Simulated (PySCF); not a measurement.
## Fe⁺: ionisation energy

Fe⁺ [Ar] 3d6 4s1 (6D) → Fe²⁺ [Ar] 3d6 (5D), as a difference of total energies. Computed with PySCF 2.14 in x2c-QZVPPall with one added diffuse shell each of s, p, d, f, g type (12s8p6d5f3g, 128 functions), with the spin-free X2C one-electron Hamiltonian (Gaussian nucleus). Correlated levels: valence: [Ar] frozen; valence and next inner shell: [Ne] frozen. The calculations carry no spin-orbit coupling.

Problem. Order these methods by the ionisation energy they give, lowest first.
A. r2SCAN
B. PBE
C. UHF
D. PBE0

Solution. C (15.294 eV), D (16.509 eV), A (16.693 eV), B (16.848 eV).

Errors of the correlated levels include the incompleteness of this basis and the frozen core.

For comparison: 16.199 eV (measured; NIST Atomic Spectra Database, ionization energies).
